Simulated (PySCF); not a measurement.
**A search over the determinants of MgTe**

Unrestricted PBE0; PySCF, spin-free X2C with a Gaussian nucleus, basis sets Mg x2c-SVPall, Te x2c-SVPall. Outer shells of the fragments: Mg 3s2; Te 4d10 5s2 5p4.

Followed along the bond (rough minima from three points):

| 2Ms+1 | unpaired | ⟨S²⟩ at the start | R at minimum (Å) | Te (eV) |
| --- | --- | --- | --- | --- |
| 1 | none | 0.00 | 2.47 | 0.00 |
| 3 | σ ↑, π ↑ | 2.01 | 2.71 | 0.07 |
| 1 | σ ↑, π ↓ | 1.01 | 2.69 | 0.13 |
| 3 | σ ↑↑ | 2.01 | 2.68 | 1.60 |

Solutions found at the starting distance of 2.675 Å, counted from the lowest of them; the search is not exhaustive and high or unbound solutions are not listed, so other states can lie among these:

```tsv
2Ms+1	unpaired	term	E (eV)	⟨S²⟩	⟨Lz²⟩	μ (D)
3	σ ↑, π ↑	³Π	0.00	2.01	1.01	-2.08
1	σ ↑, π ↓	mixed	0.06	1.01	1.01	-2.16
1	none	¹Σ⁺	0.10	0.00	0.00	-6.62
3	σ ↑↑	³Σ⁺	1.53	2.01	0.00	-3.13
3	π ↑↑	³Σ⁻	2.32	2.00	0.00	4.93
3	π ↑↑	mixed	2.60	2.02	2.01	-2.51
```

A term symbol is given only where ⟨S²⟩ and ⟨Lz²⟩ are close to those of a pure state; real π, δ and φ orbitals otherwise mix terms. A positive dipole means Mg(−)Te(+).

Compare the gap between the two lowest followed solutions at the starting distance with the gap between their minima.

At PBE0 the second solution (triplet, unpaired electrons σ ↑, π ↑) lies -0.10 eV from the first (singlet, closed shell) at 2.675 Å and +0.07 eV at the minima; the two curves relax by different amounts, since their minima lie near 2.71 and 2.47 Å.

Spin–orbit coupling is left out. Counting both spins, an empty level lies below a filled one in some of these solutions, because spin and occupation are held.
